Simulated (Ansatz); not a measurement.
doublet BeO(-): levels of theory in one basis

```xyz
2

Be    0.0000    0.0000   -0.7414
O     0.0000    0.0000    0.7414
```

Basis set: def2-SVP (spherical functions). Frozen core: 1 orbital. Correlation on ROHF uses semicanonical orbitals with singles. Charge -1, multiplicity 2.

Computed with Ansatz (development build ahead of 0.2.0); each method stands on the lowest determinant of its kind that the runs found.

```tsv
method	E − E(ROHF) (eV)	<S²> of the determinant
ROHF	0.00	–
UHF	-0.13	0.96
ROHF-MP2	-6.56	–
ROHF-CCSD(T)	-6.72	–
UHF-CCSD(T)	-6.68	0.96
```

Problem. What does UHF-MP2 give on the same scale?

Solution. -6.39 eV.

Problem. Is a single determinant a sound starting point here?

Solution. Only with care. Unrestricted orbitals gain 0.13 eV and <S²> is 0.96 against 0.75 for a pure state, a contamination that matters most for the unrestricted series.

Caution: no diffuse functions for an anion. Caution for UHF, UHF-MP2, UHF-CCSD(T): the unrestricted determinant is spin contaminated.
